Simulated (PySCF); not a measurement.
Dissociation curve of SMILES [F][Be][F]. The Be1–F3 bond (Be1 also carries F; F3 carries nothing else) is stretched with both fragments frozen at the PBE0/def2-TZVP optimised geometry.

Methods: RKS-BHandHLYP = PySCF with restricted BHandHLYP/cc-pVDZ; UHF/cc-pVDZ (PySCF); CASSCF(2,2)/cc-pVDZ (PySCF).

Energies are in kJ/mol, each relative to the lowest point of its own curve near equilibrium.

| R / Å | RKS-BHandHLYP | UHF | CASSCF(2,2) |
|---|---|---|---|
| 1.05 | 426.7 | 437.7 | 443.2 |
| 1.10 | 278.4 | 286.7 | 291.9 |
| 1.16 | 155.1 | 160.9 | 165.7 |
| 1.25 | 49.2 | 52.1 | 56.0 |
| 1.31 | 14.9 | 16.4 | 19.3 |
| 1.35 | 3.7 | 4.3 | 6.4 |
| 1.38 | 0.0 | 0.1 | 1.5 |
| 1.42 | 0.4 | 0.0 | 0.0 |
| 1.45 | 4.1 | 3.3 | 2.1 |
| 1.51 | 18.1 | 16.9 | 12.8 |
| 1.61 | 55.8 | 54.2 | 45.3 |
| 1.71 | 104.0 | 102.7 | 88.5 |
| 1.86 | 184.4 | 184.4 | 161.5 |
| 2.05 | 286.9 | 289.8 | 253.7 |
| 2.26 | 391.1 | 397.4 | 343.3 |
| 2.49 | 490.2 | 452.9 | 419.6 |
| 2.75 | 583.0 | 475.8 | 476.9 |
| 3.02 | 660.7 | 485.5 | 511.0 |
| 3.39 | 742.4 | 490.8 | 532.8 |
| 3.74 | 799.3 | 492.9 | 541.0 |
| 4.12 | 844.3 | 493.9 | 544.5 |
| 4.78 | 894.6 | 494.6 | 546.3 |

At the longest distance, 4.78 Å, RKS-BHandHLYP lies highest above its minimum (894.6 kJ/mol) and UHF lowest (494.6 kJ/mol).

At the longest distance RKS-BHandHLYP leaves fractional charges on the fragments, a sign of delocalisation error or of the restricted form. The restricted form behind RKS-BHandHLYP keeps the bonding electrons paired and can't separate into open-shell fragments. The unrestricted determinant behind UHF is spin-contaminated at 2.26 to 4.78 Å (<S²> up to 1.0, against 0.00 for a pure singlet).
